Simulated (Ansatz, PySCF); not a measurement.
The PySCF input:
```python
from pyscf import gto, scf, dft

mol = gto.Mole()
mol.atom = '''
    C     1.49740000    0.21070000    0.26420000
    C     0.09340000    0.38200000   -0.30340000
    O    -0.62200000    1.41610000    0.34790000
    C    -0.71930000   -0.91880000   -0.22110000
    O    -2.00020000   -0.74760000   -0.76880000
    H     2.03680000    1.15230000    0.20750000
    H     1.44840000   -0.10470000    1.30570000
    H     2.04010000   -0.54110000   -0.30040000
    H     0.14120000    0.70250000   -1.34960000
    H    -0.59560000    1.25210000    1.29830000
    H    -0.23270000   -1.71600000   -0.78560000
    H    -0.79530000   -1.23070000    0.83530000
    H    -2.29210000    0.14330000   -0.52990000
'''
mol.basis = 'cc-pvdz'
mol.spin = 2
mol.verbose = 4
mol.build()

mf = dft.UKS(mol)
mf.xc = 'r2scan'
mf.grids.atom_grid = (99, 590)
mf.grids.prune = None
mf.kernel()
```

Question: Convert this to an input for Ansatz (an electronic-structure program).

Answer: This is not unique; one that fits is 
Ansatz 0.2 input:
```yaml
crystal:
  periodic: [false, false, false]
  atoms:
    - {symbol: C, position_ang: [1.49740000, 0.21070000, 0.26420000]}
    - {symbol: C, position_ang: [0.09340000, 0.38200000, -0.30340000]}
    - {symbol: O, position_ang: [-0.62200000, 1.41610000, 0.34790000]}
    - {symbol: C, position_ang: [-0.71930000, -0.91880000, -0.22110000]}
    - {symbol: O, position_ang: [-2.00020000, -0.74760000, -0.76880000]}
    - {symbol: H, position_ang: [2.03680000, 1.15230000, 0.20750000]}
    - {symbol: H, position_ang: [1.44840000, -0.10470000, 1.30570000]}
    - {symbol: H, position_ang: [2.04010000, -0.54110000, -0.30040000]}
    - {symbol: H, position_ang: [0.14120000, 0.70250000, -1.34960000]}
    - {symbol: H, position_ang: [-0.59560000, 1.25210000, 1.29830000]}
    - {symbol: H, position_ang: [-0.23270000, -1.71600000, -0.78560000]}
    - {symbol: H, position_ang: [-0.79530000, -1.23070000, 0.83530000]}
    - {symbol: H, position_ang: [-2.29210000, 0.14330000, -0.52990000]}
basis:
  gaussian:
    orbitals: cc-pVDZ
hamiltonian:
  xc: r2scan
magnetization: {spin_polarized: true, initial_magnetization: 2}
accuracy: high
```

Both were run: PySCF gave -269.179750 Eh and Ansatz -269.179739 Eh, 0.011 mEh apart.
